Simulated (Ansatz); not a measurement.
Relaxation of AlB₃⁺ with UKS PBE0-D4/def2-TZVP.

```sh
$ ansatz run in.yaml --threads 4 --pin off --events-out ev --progress --plain --max-ram 3916MiB
```

```yaml
crystal:
  periodic: [false, false, false]
  atoms:
    - {symbol: B, position_ang: [-1.185520, -0.287190, 0.086740]}
    - {symbol: B, position_ang: [0.955280, 0.726400, -0.069120]}
    - {symbol: B, position_ang: [-0.551350, 1.112000, 0.041420]}
    - {symbol: Al, position_ang: [0.781590, -1.551210, -0.059030]}
basis:
  gaussian: {orbitals: def2-TZVP}
total_charge: 1
magnetization: {spin_polarized: true, initial_magnetization: 1}
hamiltonian: {xc: pbe0, dispersion: d4}
scf: {lower_state_search: "off"}
output: {orbitals: {seedname: orbitals}}
relax: {f_tol: 0.02, max_steps: 100}
```

Hardware: 4 threads of Arm Neoverse V1 on a shared host. Wall time 24 s.

Positions (Å) and forces (eV/Å) at steps 1, 2, 3, 4, 5, 6, 7, 8, 9, 10, 11, 12, 13, 14 of 14:

```xyz
4
step=1 energy=-8604.5769 eV
B    -1.186   -0.287    0.087    1.474   -0.444   -0.109
B     0.955    0.726   -0.069   -1.104   -0.835    0.080
B    -0.551    1.112    0.041    0.571   -0.106   -0.042
Al    0.782   -1.551   -0.059   -0.941    1.385    0.071
4
step=2 energy=-8604.9557 eV
B    -1.075   -0.335    0.079    0.937    0.111   -0.069
B     0.929    0.688   -0.067   -0.577   -0.950    0.041
B    -0.546    1.106    0.041   -0.158    0.137    0.012
Al    0.692   -1.459   -0.052   -0.202    0.701    0.016
4
step=3 energy=-8605.0704 eV
B    -0.944   -0.328    0.069   -0.703    0.357    0.052
B     0.844    0.556   -0.061   -0.170    0.683    0.013
B    -0.572    1.154    0.043    0.199    0.085   -0.014
Al    0.672   -1.382   -0.051    0.674   -1.125   -0.051
4
step=4 energy=-8605.1312 eV
B    -0.971   -0.317    0.071    0.077   -0.113   -0.006
B     0.839    0.583   -0.061   -0.063    0.030    0.005
B    -0.565    1.159    0.043   -0.112    0.414    0.009
Al    0.697   -1.425   -0.053    0.097   -0.331   -0.007
4
step=5 energy=-8605.1658 eV
B    -0.935   -0.300    0.068    0.265   -0.172   -0.020
B     0.799    0.572   -0.058   -0.216    0.052    0.016
B    -0.579    1.197    0.044   -0.005    0.333    0.001
Al    0.715   -1.469   -0.054   -0.044   -0.213    0.003
4
step=6 energy=-8605.4369 eV
B    -0.755   -0.240    0.055   -0.647   -0.181    0.047
B     0.610    0.525   -0.044    1.537    0.002   -0.113
B    -0.627    1.351    0.047   -0.847    0.278    0.062
Al    0.771   -1.637   -0.058   -0.043   -0.099    0.003
4
step=7 energy=-8605.4011 eV rejected
B    -0.807   -0.270    0.059    1.075    1.498   -0.077
B     0.704    0.561   -0.051   -1.272   -0.674    0.093
B    -0.646    1.332    0.049    0.117   -0.949   -0.010
Al    0.749   -1.623   -0.057    0.079    0.125   -0.006
4
step=8 energy=-8605.4778 eV
B    -0.738   -0.240    0.055   -0.499   -0.123    0.036
B     0.656    0.545   -0.047    0.258    0.145   -0.019
B    -0.658    1.330    0.049    0.076    0.055   -0.005
Al    0.740   -1.635   -0.057    0.165   -0.078   -0.012
4
step=9 energy=-8605.4853 eV
B    -0.768   -0.243    0.057    0.003    0.193    0.000
B     0.665    0.542   -0.048    0.122   -0.304   -0.010
B    -0.644    1.321    0.048   -0.243    0.129    0.018
Al    0.748   -1.621   -0.057    0.118   -0.018   -0.008
4
step=10 energy=-8605.4832 eV rejected
B    -0.794   -0.227    0.058    0.191    0.019   -0.014
B     0.660    0.520   -0.048   -0.106   -0.069    0.007
B    -0.646    1.341    0.048    0.117   -0.289   -0.009
Al    0.779   -1.633   -0.059   -0.203    0.340    0.015
4
step=11 energy=-8605.4912 eV
B    -0.780   -0.235    0.057   -0.003    0.082    0.000
B     0.666    0.526   -0.048    0.005   -0.123   -0.001
B    -0.645    1.325    0.048   -0.033   -0.017    0.003
Al    0.759   -1.615   -0.058    0.031    0.059   -0.002
4
step=12 energy=-8605.4937 eV
B    -0.799   -0.229    0.058    0.060    0.147   -0.004
B     0.668    0.503   -0.048   -0.039   -0.030    0.003
B    -0.640    1.324    0.048   -0.021   -0.117    0.002
Al    0.771   -1.598   -0.058    0.001    0.000    0.000
4
step=13 energy=-8605.4942 eV
B    -0.800   -0.222    0.058   -0.039   -0.061    0.003
B     0.667    0.499   -0.048    0.083   -0.020   -0.006
B    -0.641    1.320    0.048   -0.035    0.056    0.003
Al    0.773   -1.597   -0.058   -0.009    0.025    0.001
4
step=14 energy=-8605.4944 eV
B    -0.802   -0.223    0.059    0.000    0.002    0.000
B     0.669    0.497   -0.049    0.009   -0.006   -0.001
B    -0.640    1.320    0.048   -0.013    0.011    0.001
Al    0.773   -1.595   -0.058    0.003   -0.007    0.000
```

The charge 1 doublet is spin-contaminated (final ⟨S²⟩ up to 1.32, 0.75 for a pure state). The relaxation made no stability test and no search for a lower SCF solution. Another isomer (doublet) lies 0.42 eV lower at PBE0-D4/def2-TZVP; other spin states weren't run for this one.
